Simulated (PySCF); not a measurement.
BSb from Hartree–Fock to correlated methods

State: ³Π (triplet), unpaired electrons σ ↑, π ↑. Set-up: basis B x2c-SVPall, Sb x2c-SVPall; spin-free X2C with a Gaussian nucleus; PySCF 2.14. De refers to B + Sb in their high-spin ground configurations, without counterpoise correction. The functionals are run spin-unrestricted. A positive dipole means B(−)Sb(+).

```csv
Level,Re (Å),ωe (cm⁻¹),De (eV),μ (D),"CPU s a point (SCF and correlation, without the integrals)"
ROHF,2.033,747,0.67,-0.04,0.15
ROHF-MP2,2.057,733,2.01,n/a,0.25
ROHF-SCS-MP2,2.062,714,1.80,n/a,n/a
ROHF-CCSD,2.065,691,1.68,n/a,n/a
ROHF-CCSD(T),2.079,670,1.92,n/a,2.2
LDA,2.048,706,3.59,0.99,0.56
PBE,2.072,679,2.91,1.02,1.1
r²SCAN,2.058,705,2.69,0.66,0.9
M06-L,2.054,714,3.01,1.03,0.95
PBE0,2.050,711,2.56,0.78,1.8
B97-3,2.059,697,2.50,0.91,1.3
```

The bond length runs from 2.033 Å (ROHF) to 2.079 Å (ROHF-CCSD(T)). De spans 0.67 eV (ROHF, mean field) to 3.59 eV (LDA, local density). Correlation at CCSD(T) changes the Hartree–Fock bond energy by +1.25 eV; the triples alone change it by +0.24 eV.

Correlated steps freeze 19 core orbitals. Correlated levels converge slowly with the basis: in double zeta they bind strong bonds too weakly, by up to about 1 eV, and carry superposition errors of some tenths. Spin–orbit coupling is left out, which matters for elements this heavy, above all for dissociation energies. Counting both spins, an empty level lies below a filled one in some of these solutions, because spin and occupation are held. UHF is strongly spin-contaminated for BSb, so the ROHF reference used there is far from stable. The state is the lowest determinant that a PBE0 search found; another state may lie lower at other levels.

The whole job (state search and all levels along the bond) took about 2.6 min on 1 thread of Oxide Virtual Turin-like (shared host), peak memory 0.6 GiB.
